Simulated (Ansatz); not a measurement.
Calculated with Ansatz (gas phase, PBE0-D4/def2-TZVP geometries, no zero-point term in ΔE). CCSD(T)/CBS adds triple-zeta CCSD(T) − MP2 to the extrapolated MP2 energy (def2 sets, frozen cores). Functionals use def2-TZVPP. B3LYP here is the variant with VWN-RPA as its local correlation; programs differ in this. One conformer a species, not always the lowest.

Consider the isomerisation: `BCC(=N)N` → `NB1CNC1`.

`BCC(=N)N`:

Cartesian coordinates in Å:
```
B 0.235 -0.928 -1.529
C -0.588 0.132 -0.754
C -0.061 0.640 0.556
N 0.102 1.893 0.707
N 0.151 -0.332 1.509
H 0.023 -1.113 -2.691
H 1.039 -1.630 -0.979
H -1.528 -0.426 -0.566
H -0.880 0.983 -1.371
H 0.473 2.115 1.631
H 0.699 -0.068 2.311
H 0.334 -1.264 1.176
```

`NB1CNC1`:

Z-matrix (Å, degrees):
```
C
B 1 1.586
N 1 1.482 2 86.2
H 1 1.095 2 121.1 3 -115.9
H 1 1.101 2 112.3 3 114.6
N 2 1.384 1 135.9 3 163.9
C 2 1.586 1 88.2 3 -13.2
H 3 1.012 1 115.0 2 135.5
H 6 1.006 2 123.1 1 1.7
H 6 1.006 2 123.1 1 -177.5
H 7 1.101 2 112.3 1 -101.4
H 7 1.095 2 121.1 1 129.1
```

```json
{"level": "r2SCAN-D4", "ΔE (kJ/mol)": "-87.2"}
{"level": "B3LYP-D4", "ΔE (kJ/mol)": "-83.8"}
```

Question: What does CCSD(T)/CBS give? (Estimate.)

Answer: Ansatz gave: -94.0 kJ/mol. The listed levels differ from it by 6.8, 10.2 kJ/mol.

Largest T1 diagnostic among the species: 0.013.

In def2-TZVPP, CCSD(T) changes the Hartree–Fock value by −22.3 kJ/mol (the triples alone add +1.4 kJ/mol) and MP2 by −26.8 kJ/mol. From PBE to PBE0 (25 % exact exchange), in def2-TZVPP and without D4, ΔE moves by −6.4 kJ/mol.
